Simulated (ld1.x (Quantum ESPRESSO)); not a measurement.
**Reading a pseudo-wave (sulfur)**

Columns: radius, all-electron u(r) and pseudo u(r) of the 3s shell (level -17.96 eV) of sulfur in the configuration [Ne] 3s1 3p5; LDA (PZ), scalar-relativistic, PAW scheme, ld1.x (Quantum ESPRESSO) 7.5.

```csv
r (bohr),all-electron,pseudo
0.085,0.1602,0.0492
0.170,-0.1533,0.0996
0.255,-0.3675,0.1525
0.340,-0.4143,0.2088
0.425,-0.3373,0.2687
0.510,-0.1901,0.3322
0.595,-0.0136,0.3987
0.680,0.1654,0.4671
0.765,0.3307,0.5356
0.850,0.4743,0.6022
0.935,0.5927,0.6648
1.020,0.6857,0.7211
1.105,0.7548,0.7688
1.190,0.8023,0.8061
1.275,0.8310,0.8314
1.360,0.8437,0.8437
1.445,0.8433,0.8433
1.530,0.8323,0.8323
1.615,0.8130,0.8130
1.700,0.7872,0.7872
1.785,0.7569,0.7569
1.870,0.7233,0.7233
1.955,0.6876,0.6876
2.040,0.6507,0.6507
2.125,0.6135,0.6135
2.210,0.5764,0.5764
```

**Question.** How many radial nodes do the two functions have?

**Answer.** The all-electron 3s function has n − l − 1 = 2; the pseudo-wave has 0, since the states of the same l below it are removed with the core.

**Question.** At about which radius was the pseudo-wave matched?

**Answer.** 1.35 bohr, where the columns begin to agree (steps of 0.09 bohr).

**Question.** Is the pseudo-wave norm-conserving?

**Answer.** No, it belongs to a PAW set: the norm inside the radius is not constrained, and the difference is carried by the augmentation charge.
